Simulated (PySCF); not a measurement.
# I⁺ (iodine, charge +1): UHF calculation

Configuration: [Kr] 4d10 5s2 5p4, high-spin 3P determinant. Computed with PySCF 2.14 in aug-cc-pVTZ-PP with ECP28MDF (6s5p4d2f, 55 functions), with a scalar-relativistic core potential.

- Total energy: -294.311086 hartree
- One-electron energy: -505.1692 hartree
- Hartree (Coulomb) energy: 231.6529 hartree
- Exchange energy: -20.7947 hartree
- ⟨S²⟩: 2.0108
- ⟨L²⟩: 2.043
- Sum of ⟨r⟩: 28.99 bohr
- Sum of ⟨r²⟩: 49.02 bohr²
- Traceless quadrupole moment −½Σ⟨3z² − r²⟩ along its main axis: -2.39 e·bohr²

```json
{"shell": "4s α", "electrons": "1", "mean orbital energy (hartree)": "-8.10272", "spread (hartree)": "0", "rms radius, mean of both spins (bohr)": "0.796"}
{"shell": "4s β", "electrons": "1", "mean orbital energy (hartree)": "-8.08550", "spread (hartree)": "0", "rms radius, mean of both spins (bohr)": "0.796"}
{"shell": "4p α", "electrons": "3", "mean orbital energy (hartree)": "-5.92694", "spread (hartree)": "0.02597", "rms radius, mean of both spins (bohr)": "0.854"}
{"shell": "4p β", "electrons": "3", "mean orbital energy (hartree)": "-5.90965", "spread (hartree)": "0.00388", "rms radius, mean of both spins (bohr)": "0.854"}
{"shell": "4d α", "electrons": "5", "mean orbital energy (hartree)": "-2.65244", "spread (hartree)": "0.02767", "rms radius, mean of both spins (bohr)": "0.997"}
{"shell": "4d β", "electrons": "5", "mean orbital energy (hartree)": "-2.63881", "spread (hartree)": "0.01504", "rms radius, mean of both spins (bohr)": "0.997"}
{"shell": "5s α", "electrons": "1", "mean orbital energy (hartree)": "-1.27822", "spread (hartree)": "0", "rms radius, mean of both spins (bohr)": "2.09"}
{"shell": "5s β", "electrons": "1", "mean orbital energy (hartree)": "-1.09012", "spread (hartree)": "0", "rms radius, mean of both spins (bohr)": "2.09"}
{"shell": "5p α", "electrons": "3", "mean orbital energy (hartree)": "-0.75183", "spread (hartree)": "0.06256", "rms radius, mean of both spins (bohr)": "2.49"}
{"shell": "5p β", "electrons": "1", "mean orbital energy (hartree)": "-0.67491", "spread (hartree)": "0", "rms radius, mean of both spins (bohr)": "2.49"}
```

Energies and moments cover only the electrons outside the core potential.
